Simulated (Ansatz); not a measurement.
A short molecular-dynamics run on the cluster CoI2.

```yaml
crystal:
  periodic: [false, false, false]
  atoms:
    - {symbol: Co, position_ang: [0.000039, 0.000077, -0.000001]}
    - {symbol: I, position_ang: [2.123006, -1.111122, -0.280873]}
    - {symbol: I, position_ang: [-2.123045, 1.111045, 0.280874]}
basis:
  gaussian: {orbitals: def2-SVP}
magnetization: {spin_polarized: true, initial_magnetization: 1}
hamiltonian: {xc: {name: PBE}, dispersion: d3bjatm}
md: {timestep: 2 fs, n_steps: 15, ensemble: nvt_nose_hoover, temperature: 300, initial_velocities: maxwell_boltzmann, seed: 903}
scf: {omitted_lower_state_checks: [starts]}
```

```sh
$ ansatz run in.yaml --threads 4 --pin off --events-out ev --progress --plain --max-ram 3916MiB
```

```csv
step,time (fs),potential energy (eV),kinetic (eV),T (K),conserved (eV)
0,0.0,-53818.6695,0.0388,300,-53818.6307
1,2.0,-53818.6689,0.0382,295,-53818.6307
2,4.0,-53818.6672,0.0365,282,-53818.6307
3,6.0,-53818.6644,0.0337,260,-53818.6307
4,8.0,-53818.6607,0.0300,232,-53818.6307
5,10.0,-53818.6564,0.0257,199,-53818.6307
6,12.0,-53818.6517,0.0211,163,-53818.6307
7,14.0,-53818.6470,0.0164,127,-53818.6306
8,16.0,-53818.6425,0.0119,92,-53818.6306
9,18.0,-53818.6385,0.0080,62,-53818.6306
10,20.0,-53818.6353,0.0048,37,-53818.6306
11,22.0,-53818.6331,0.0026,20,-53818.6306
12,24.0,-53818.6321,0.0016,12,-53818.6306
13,26.0,-53818.6322,0.0018,14,-53818.6306
14,28.0,-53818.6336,0.0032,25,-53818.6306
15,30.0,-53818.6361,0.0057,44,-53818.6306
```

Velocities are drawn at the set temperature; a run this short doesn't reach equilibrium.

In the def2 sets I takes a core potential; there is no spin–orbit coupling. The charge 0 doublet is spin-contaminated (final ⟨S²⟩ up to 1.75, 0.75 for a pure state).

Frames (Å, forces in eV/Å):

```xyz
3
time=0.0 fs
Co    0.000    0.000    0.000    0.000    0.000    0.000
I     2.123   -1.111   -0.281   -0.015    0.008    0.002
I    -2.123    1.111    0.281    0.015   -0.008   -0.002
3
time=2.0 fs
Co   -0.005    0.004    0.001    0.135   -0.072   -0.018
I     2.124   -1.112   -0.281   -0.080    0.042    0.011
I    -2.122    1.110    0.281   -0.055    0.029    0.007
3
time=4.0 fs
Co   -0.010    0.008    0.001    0.268   -0.142   -0.036
I     2.125   -1.113   -0.281   -0.141    0.075    0.019
I    -2.120    1.109    0.281   -0.127    0.067    0.017
3
time=6.0 fs
Co   -0.014    0.012    0.002    0.397   -0.211   -0.053
I     2.126   -1.114   -0.281   -0.199    0.106    0.026
I    -2.119    1.108    0.280   -0.199    0.105    0.026
3
time=8.0 fs
Co   -0.019    0.016    0.003    0.521   -0.276   -0.069
I     2.127   -1.114   -0.281   -0.251    0.134    0.033
I    -2.118    1.107    0.280   -0.269    0.142    0.036
3
time=10.0 fs
Co   -0.023    0.019    0.003    0.636   -0.338   -0.084
I     2.128   -1.115   -0.282   -0.299    0.160    0.040
I    -2.117    1.106    0.280   -0.337    0.177    0.045
3
time=12.0 fs
Co   -0.026    0.023    0.004    0.742   -0.394   -0.098
I     2.128   -1.116   -0.282   -0.341    0.183    0.045
I    -2.116    1.105    0.280   -0.401    0.211    0.053
3
time=14.0 fs
Co   -0.030    0.026    0.004    0.836   -0.444   -0.111
I     2.129   -1.117   -0.282   -0.377    0.203    0.050
I    -2.115    1.105    0.280   -0.458    0.241    0.061
3
time=16.0 fs
Co   -0.032    0.029    0.005    0.916   -0.487   -0.122
I     2.129   -1.117   -0.282   -0.408    0.220    0.054
I    -2.114    1.104    0.280   -0.509    0.267    0.067
3
time=18.0 fs
Co   -0.034    0.031    0.005    0.982   -0.522   -0.130
I     2.130   -1.118   -0.282   -0.432    0.233    0.057
I    -2.114    1.103    0.280   -0.551    0.288    0.073
3
time=20.0 fs
Co   -0.036    0.033    0.005    1.032   -0.549   -0.137
I     2.130   -1.118   -0.282   -0.449    0.244    0.060
I    -2.113    1.103    0.279   -0.583    0.305    0.077
3
time=22.0 fs
Co   -0.036    0.035    0.005    1.065   -0.566   -0.141
I     2.130   -1.118   -0.282   -0.460    0.250    0.061
I    -2.113    1.102    0.279   -0.604    0.316    0.080
3
time=24.0 fs
Co   -0.036    0.037    0.006    1.080   -0.575   -0.143
I     2.130   -1.119   -0.282   -0.465    0.254    0.062
I    -2.113    1.102    0.279   -0.614    0.321    0.081
3
time=26.0 fs
Co   -0.036    0.038    0.006    1.076   -0.574   -0.143
I     2.130   -1.119   -0.282   -0.464    0.254    0.062
I    -2.113    1.101    0.279   -0.613    0.320    0.081
3
time=28.0 fs
Co   -0.034    0.038    0.005    1.055   -0.564   -0.140
I     2.129   -1.119   -0.282   -0.456    0.250    0.061
I    -2.114    1.101    0.279   -0.600    0.313    0.079
3
time=30.0 fs
Co   -0.032    0.039    0.005    1.016   -0.544   -0.135
I     2.129   -1.119   -0.282   -0.441    0.244    0.059
I    -2.114    1.101    0.279   -0.575    0.301    0.076
```

Run time 4.3 min (4 threads of Arm Neoverse N1 on a shared host).
